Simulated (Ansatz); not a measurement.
Basis sets compared for In₄N₄H₁₆, a cluster cut from zinc blende InN (hydrogen-capped). The state is a singlet with charge 0. Geometry r2SCAN-D4/def2-SVP. Ansatz on 2 threads of AMD EPYC 7R13 on a shared host and a share (18 GiB) of an NVIDIA H100 80GB HBM3; times are rough, and most runs start from earlier orbitals.

Cartesian coordinates in Å:
```
N 0.9667 -0.0626 -1.9242
N 0.1436 1.7883 1.2031
N 0.9921 -1.5285 1.1637
N -2.0980 -0.1977 -0.4368
In 2.0392 -1.6730 -0.8059
In 1.1912 0.2743 2.4702
In -1.1894 -0.2636 -2.4776
In -2.0515 1.6633 0.7994
H 1.4584 -0.0041 -2.8231
H 1.1484 0.8527 -1.5024
H 0.2571 2.6697 1.7166
H 0.6624 1.9587 0.3368
H 1.3972 -2.2891 1.7211
H 0.0104 -1.8064 1.0753
H -1.8014 -1.0069 0.1164
H -3.0961 -0.3782 -0.5930
H 3.6334 -1.0849 -0.4939
H 1.5083 -3.1423 -1.5431
H 2.8734 0.6639 2.4193
H 0.1345 0.0309 3.8150
H -1.6562 1.2284 -3.2127
H -1.3449 -1.8895 -3.0402
H -2.4261 2.9329 -0.3106
H -2.7527 1.2635 2.3267
```

In the def2 sets In takes a core potential; there is no spin–orbit coupling. Single mean-field runs in def2-TZVP are fitted with def2-universal-jkfit.

Binding counts from free atoms (N quartet, In doublet, H doublet) in the same basis, without a counterpoise term.

```
           level  functions  energy (Eh)  HOMO (eV)  LUMO (eV)  binding per atom (eV)  wall time
 PBE-D4/def2-SVP        240    -988.7686      -6.38      -1.46                   2.81        2 s
PBE0-D4/def2-SVP        240    -988.8001      -7.56      -0.73                   2.77      2.7 s
```

Problem. Estimate the rows for PBE-D4/def2-TZVP, PBE0-D4/def2-TZVP.

Solution. 
| level | functions | energy (Eh) | HOMO (eV) | LUMO (eV) | binding per atom (eV) | wall time |
| --- | --- | --- | --- | --- | --- | --- |
| PBE-D4/def2-TZVP | 420 | -989.0721 | -6.45 | -1.70 | 2.81 | 2.3 s |
| PBE0-D4/def2-TZVP | 420 | -989.0936 | -7.61 | -1.00 | 2.77 | 2.9 s |
